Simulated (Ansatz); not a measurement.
`C[CH](C)[In]([CH](C)C)[CH](C)C` and `C[CH](C)[Ga]([CH](C)C)[CH](C)C` differ in one element.

Ansatz, PBE0-D4/def2-TZVP geometries, multiplicity 1. Each molecule was computed in one conformer, which needn't be the lowest.

Elements past krypton have def2 core potentials. Scalar relativity is left out up to krypton.

| property | `C[CH](C)[In]([CH](C)C)[CH](C)C` |
| --- | --- |
| HOMO–LUMO gap (PBE0/def2-TZVPP) / eV | 5.05 |
| HOMO–LUMO gap (PBE/def2-TZVPP) / eV | 3.25 |
| size of the dipole moment (B3LYP/def2-TZVPP) / D | 0.34 |
| size of the dipole moment (ωB97M-V/def2-TZVPP) / D | 0.34 |
| LUMO energy (PBE0/def2-TZVPP) / eV | -0.99 |
| HOMO–LUMO gap (ωB97M-V/def2-TZVPP) / eV | 8.54 |

Task: Give the same properties after the change, and the shifts. (Best estimate.)

Result: Ansatz gave: 
```json
{"property": "HOMO–LUMO gap (PBE0/def2-TZVPP) / eV", "`C[CH](C)[Ga]([CH](C)C)[CH](C)C`": "5.76", "shift": "0.71"}
{"property": "HOMO–LUMO gap (PBE/def2-TZVPP) / eV", "`C[CH](C)[Ga]([CH](C)C)[CH](C)C`": "3.80", "shift": "0.55"}
{"property": "size of the dipole moment (B3LYP/def2-TZVPP) / D", "`C[CH](C)[Ga]([CH](C)C)[CH](C)C`": "0.27", "shift": "-0.07"}
{"property": "size of the dipole moment (ωB97M-V/def2-TZVPP) / D", "`C[CH](C)[Ga]([CH](C)C)[CH](C)C`": "0.27", "shift": "-0.07"}
{"property": "LUMO energy (PBE0/def2-TZVPP) / eV", "`C[CH](C)[Ga]([CH](C)C)[CH](C)C`": "-0.67", "shift": "0.32"}
{"property": "HOMO–LUMO gap (ωB97M-V/def2-TZVPP) / eV", "`C[CH](C)[Ga]([CH](C)C)[CH](C)C`": "9.51", "shift": "0.97"}
```

With PBE0 the HOMO falls by 0.39 eV and the LUMO rises by 0.32 eV, so the gap widens by about 0.71 eV. PBE moves the HOMO by -0.31 eV and ωB97M-V by -0.42 eV. Dipoles are sizes alone; their direction can turn.

B3LYP here is the variant with VWN-RPA as its local correlation; programs differ in this.
